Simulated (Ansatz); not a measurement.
`C[Se][Ti]([OH])([F])[F]`, relaxed with RKS PBE0-D4/def2-TZVP in the Gaussian-basis code of Ansatz from a GFN2-xTB geometry. The force threshold is 0.005 eV/Å; the program also tests the step.

Total charge 0; spin multiplicity 1.

Start:

```xyz
10

C    -0.022   -1.367    1.264
Se   -0.869    0.437    1.175
Ti    0.166    0.723   -0.947
O    -0.384    2.251   -1.341
F     1.832    0.498   -0.585
F    -0.410   -0.634   -1.833
H     1.062   -1.244    1.204
H    -0.395   -1.964    0.430
H    -0.295   -1.829    2.209
H    -0.686    3.128   -1.578
```

| step | energy (eV) | largest force (eV/Å) | largest move (Å) |
| --- | --- | --- | --- |
| 1 | -97036.3581 | 2.785 | 0.000 |
| 2 | -97036.6208 | 0.686 | 0.192 |
| 3 | -97036.6290 | 0.672 | 0.154 |
| 4 | -97036.6491 | 0.283 | 0.093 |
| 5 | -97036.6513 | 0.369 | 0.059 |
| 6 | -97036.6541 | 0.115 | 0.011 |
| 7 | -97036.6542 | 0.249 | 0.057 |
| 8 | -97036.6551 | 0.091 | 0.022 |
| 9 | -97036.6558 | 0.071 | 0.028 |
| 10 | -97036.6562 | 0.018 | 0.018 |
| 11 | -97036.6562 | 0.018 | 0.000 |
| 13 | -97036.6562 | 0.011 | 0.016 |
| 15 | -97036.6562 | 0.003 | 0.005 |
| 17 | -97036.6562 | 0.005 | 0.030 |
| 19 | -97036.6563 | 0.022 | 0.055 |
| 21 | -97036.6563 | 0.009 | 0.020 |
| 23 | -97036.6575 | 0.086 | 0.018 |
| 25 | -97036.6580 | 0.040 | 0.015 |
| 27 (rejected) | -97036.6611 | 0.203 | 0.070 |
| 29 | -97036.6635 | 0.187 | 0.072 |
| 31 | -97036.6648 | 0.038 | 0.054 |
| 33 | -97036.6650 | 0.018 | 0.024 |
| 35 | -97036.6650 | 0.005 | 0.005 |

End:

```xyz
10

C    -0.083   -1.337    1.461
Se   -0.884    0.434    1.158
Ti    0.085    0.655   -1.027
O    -0.448    2.231   -1.608
F     1.828    0.515   -0.848
F    -0.491   -0.674   -2.028
H     1.003   -1.264    1.446
H    -0.433   -2.040    0.708
H    -0.415   -1.661    2.445
H    -0.162    3.140   -1.709
```

It took 65 s on 2 threads of an AMD EPYC 7R13 on a shared host and a share of an NVIDIA H100 80 GB, with 0.98 GiB of host memory at the peak.
